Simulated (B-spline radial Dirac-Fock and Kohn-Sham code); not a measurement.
Energy-loss ionisation edge M1 of Sc

System: atomic scandium in the configuration 1s2 2s2 2p6 3s2 3p6 3d1 4s2. Model: the first Born approximation with generalised oscillator strengths from a Dirac-Hartree-Slater potential (longitudinal and transverse terms; continuum final states only, so no white lines or fine structure). Program: a B-spline atomic structure program. The edge is taken at 60.12 eV (orbital energy of the model).

Input of the calculation (task.json; shells as n, l, electrons):

```json
{"items": [{
  "Z": 21,
  "q": 0,
  "cfg": [[1, 0, 2], [2, 0, 2], [2, 1, 6], [3, 0, 2], [3, 1, 6], [3, 2, 1], [4, 0, 2]],
  "A": 45,
  "rrms": 3.5459,
  "do": "eels",
  "beams": [[60, 10], [60, 20], [60, 50], [80, 10], [80, 50], [80, 100], [100, 10], [100, 50], [100, 100], [120, 10], [120, 50], [200, 50], [200, 100], [300, 5]]
}]}
```

Command: `python xray2_run.py task.json out`

Partial cross sections σ(β, Δ) in barn, integrated over a window Δ above the edge and up to the collection semi-angle β, for parallel illumination:

```
E₀ (kV)  β (mrad)  Δ = 25 eV  Δ = 50 eV  Δ = 100 eV  Δ = 200 eV  Δ = 300 eV
     60        10       9090      14900       20800       24500       25600
     60        20          ?          ?           ?           ?           ?
     60        50      16600      28100       41700       51400       54300
     80        10       7870      13000       18200       21600       22600
     80        50      13700      23200       34700       43600       46400
     80       100      13800      23500       35400       45600       49700
    100        10       7070      11700       16500       19700       20600
    100        50      11800      20000       30000       38100       40900
    100       100      11800      20100       30300       38900       42500
    120        10       6510      10800       15300       18300       19200
    120        50      10500      17800       26700       34200       36900
    200        50       7760      13200       19900       25500       27800
    200       100       7760      13200       19900       25500       27800
    300         5       4000       6620        9380       11200       11800
```

Q: Give the row for 60 kV and 20 mrad.

A: 11500 b for 25 eV, 19100 b for 50 eV, 27200 b for 100 eV, 32600 b for 200 eV, 34200 b for 300 eV.
